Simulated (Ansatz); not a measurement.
The multiplicity is imposed and other spin states were not computed.

Computed with PBE-D3(BJ)/def2-SVP in Ansatz (a quantum-chemistry and plane-wave program). No frequencies were computed at this level.

Ansatz 0.2 input:
```yaml
crystal:
  periodic: [false, false, false]
  atoms:
    - { symbol: Hf, position_ang: [-0.000002, -0.000003, 0.0] }
    - { symbol: F, position_ang: [-0.468169, -1.422297, 1.036812] }
    - { symbol: F, position_ang: [-1.451661, 1.070205, -0.253824] }
    - { symbol: F, position_ang: [1.315869, 0.948226, 0.828515] }
    - { symbol: F, position_ang: [0.603959, -0.596138, -1.611502] }
basis:
  gaussian: { orbitals: def2-svp }
hamiltonian:
  xc: pbe
  dispersion: d3bj
relax:
  max_steps: 150
```

Output:

```
Functional definition: PBE
906 factors; their error is unknown
mean field evaluation 1: about -12158.2312 eV, gradient 6.7e1 eV
mean field evaluation 2: about -12119.6931 eV, gradient 1.7e2 eV
mean field evaluation 4: about -12164.9446 eV, gradient 2.7e0 eV
mean field evaluation 8: about -12164.8697 eV, gradient 1.5e-1 eV
mean field evaluation 16: about -12164.8698 eV, gradient 1.3e-5 eV
mean field -12164.86975966 eV, -447.0507180226 hartree, gradient 1.3e-5 eV, S^2 0.000000; 0 other end points of the search recorded, 0 dependent functions left out
reference -12164.86982741 eV, -447.0507205123 hartree; 24, 24 occupied and 64, 64 virtual orbitals, 906 factors
relax step   1: F+E_penalty+E_count = -12164.93066599 eV  Δ(F+E_penalty+E_count) = +0.000e0 eV  max|allowed force component| = 3.225e0 eV/Å  Δτ_max = 0.0000 Å  (25 SCF iters, accepted)
these checks for a lower state are left out or cut short: starts, cluster_reference, orbital_swaps, neighbouring_geometries, increment
906 factors; their error is unknown
mean field -12165.50818444 eV, -447.0741797005 hartree, gradient 5.8e-6 eV, S^2 0.000000; 0 other end points of the search recorded, 0 dependent functions left out
reference -12165.50825418 eV, -447.0741822636 hartree; 24, 24 occupied and 64, 64 virtual orbitals, 906 factors
relax step   2: F+E_penalty+E_count = -12165.56701212 eV  Δ(F+E_penalty+E_count) = -6.363e-1 eV  max|allowed force component| = 1.276e-1 eV/Å  Δτ_max = 0.0896 Å  (31 SCF iters, accepted)
these checks for a lower state are left out or cut short: starts, cluster_reference, orbital_swaps, neighbouring_geometries, increment
906 factors; their error is unknown
mean field evaluation 32: about -12165.5096 eV, gradient 5.7e-6 eV
mean field -12165.50961458 eV, -447.0742322571 hartree, gradient 5.7e-6 eV, S^2 0.000000; 0 other end points of the search recorded, 0 dependent functions left out
reference -12165.50968442 eV, -447.0742348239 hartree; 24, 24 occupied and 64, 64 virtual orbitals, 906 factors
relax step   3: F+E_penalty+E_count = -12165.56833789 eV  Δ(F+E_penalty+E_count) = -1.326e-3 eV  max|allowed force component| = 5.290e-3 eV/Å  Δτ_max = 0.0044 Å  (27 SCF iters, accepted)
906 factors; their error is unknown
mean field -12165.50961458 eV, -447.0742322571 hartree, gradient 5.8e-6 eV, S^2 0.000000; 1 other end points of the search recorded, 0 dependent functions left out
reference -12165.50968442 eV, -447.0742348239 hartree; 24, 24 occupied and 64, 64 virtual orbitals, 906 factors
Total energy: -12165.56840774 eV, -447.0763928659 hartree
Atom 0 at    -0.000001    -0.000002    -0.000000 Å, force     0.000001     0.000000    -0.000000 eV/Å
Atom 1 at    -0.492341    -1.495731     1.090342 Å, force    -0.001537    -0.004670     0.003404 eV/Å
Atom 2 at    -1.526612     1.125460    -0.266929 Å, force    -0.004766     0.003514    -0.000833 eV/Å
Atom 3 at     1.383809     0.997184     0.871292 Å, force     0.004320     0.003113     0.002720 eV/Å
Atom 4 at     0.635141    -0.626918    -1.694704 Å, force     0.001983    -0.001957    -0.005290 eV/Å
Dipole moment:     0.000000     0.000000    -0.000000 e Å
```

Cost: very roughly 7 core-seconds.
